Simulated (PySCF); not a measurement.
Isomers of C7H13F, mass 116.100 u with the commonest isotopes. Method used: PBE0-D3(BJ)/def2-SVP geometry optimisation, gas phase (PySCF 2.14.0). One conformer each, none proved a minimum here; rigid rotors.

Task: Order these by dipole moment, smallest first.
A. `[CH2:1]=[C:2]([CH2:3][F:4])[C@@H:5]([CH3:6])[CH2:7][CH3:8]` with C1–C2–C3–F4 -1°, C1–C2–C5–C6 114°, C2–C5–C7–C8 57°
B. `[CH3:1][C@@H:2]1[C@H:3]([CH3:4])[CH2:5][CH2:6][C@@H:7]1[F:8]` with C1–C2–C3–C4 -48°, C2–C3–C5–C6 36°, C3–C5–C6–C7 -18°, C5–C6–C7–F8 110°
C. `[CH3:1][CH2:2][CH2:3]/[C:4]([CH3:5])=[CH:6]/[CH2:7][F:8]` with C1–C2–C3–C4 177°, C2–C3–C4–C5 63°, C4–C6–C7–F8 132°

Result: B (1.62 D), A (1.98 D), C (2.40 D).

Task: Order these by out-of-plane moment Σ m c² = (Ia + Ib − Ic)/2, largest first.
A. `[CH3:1][CH2:2][CH2:3]/[C:4]([CH3:5])=[CH:6]/[CH2:7][F:8]` with C1–C2–C3–C4 177°, C2–C3–C4–C5 63°, C4–C6–C7–F8 132°
B. `[CH3:1][C@@H:2]1[C@H:3]([CH3:4])[CH2:5][CH2:6][C@@H:7]1[F:8]` with C1–C2–C3–C4 -48°, C2–C3–C5–C6 36°, C3–C5–C6–C7 -18°, C5–C6–C7–F8 110°
C. `CC(C)(C)[C@@H]1C[C@H]1F`
D. `[CH2:1]=[C:2]([CH2:3][F:4])[C@@H:5]([CH3:6])[CH2:7][CH3:8]` with C1–C2–C3–F4 -1°, C1–C2–C5–C6 114°, C2–C5–C7–C8 57°
E. `[CH3:1][C@@H:2]1[C@@H:3]([CH3:4])[CH2:5][CH2:6][C@@H:7]1[F:8]` with C1–C2–C3–C4 67°, C2–C3–C5–C6 34°, C3–C5–C6–C7 -12°, C5–C6–C7–F8 101°

Result: D (75.40 u·Å²), B (71.19 u·Å²), C (62.89 u·Å²), E (33.47 u·Å²), A (21.92 u·Å²).

Task: Order these by rotational constant B, largest first.
A. `[CH2:1]=[C:2]([CH2:3][F:4])[C@@H:5]([CH3:6])[CH2:7][CH3:8]` with C1–C2–C3–F4 -1°, C1–C2–C5–C6 114°, C2–C5–C7–C8 57°
B. `C1[C@@H](C(C)(C)C)[C@@H]1F`
C. `[CH3:1][C@@H:2]1[C@@H:3]([CH3:4])[CH2:5][CH2:6][C@@H:7]1[F:8]` with C1–C2–C3–C4 67°, C2–C3–C5–C6 34°, C3–C5–C6–C7 -12°, C5–C6–C7–F8 101°
D. `[CH3:1][C@@H:2]1[C@H:3]([CH3:4])[CH2:5][CH2:6][C@@H:7]1[F:8]` with C1–C2–C3–C4 -48°, C2–C3–C5–C6 36°, C3–C5–C6–C7 -18°, C5–C6–C7–F8 110°
E. `[CH3:1][CH2:2][CH2:3]/[C:4]([CH3:5])=[CH:6]/[CH2:7][F:8]` with C1–C2–C3–C4 177°, C2–C3–C4–C5 63°, C4–C6–C7–F8 132°

Result: D (2140 MHz), C (1977 MHz), A (1350 MHz), B (1306 MHz), E (760.1 MHz).

| SMILES | point group | Ia (u·Å²) | Ib (u·Å²) | Ic (u·Å²) | κ | μa (D) | μb (D) | μc (D) |
| --- | --- | --- | --- | --- | --- | --- | --- | --- |
| C[C@@H]1[C@H](C)CC[C@@H]1F | C1 | 215.86 | 236.20 | 309.67 | 0.43 | 0.72 | 0.36 | 1.41 |
| C=C(CF)[C@@H](C)CC | C1 | 206.68 | 374.36 | 430.24 | -0.72 | 1.86 | 0.51 | 0.45 |
| CC(C)(C)[C@@H]1C[C@H]1F | C1 | 155.20 | 387.00 | 416.43 | -0.91 | 1.54 | 0.65 | 0.46 |
| CCC/C(C)=C/CF | C1 | 107.50 | 664.88 | 728.54 | -0.97 | 1.93 | 1.14 | 0.86 |
| C[C@@H]1[C@@H](C)CC[C@@H]1F | C1 | 195.56 | 255.68 | 384.29 | 0.04 | 0.95 | 0.48 | 1.17 |
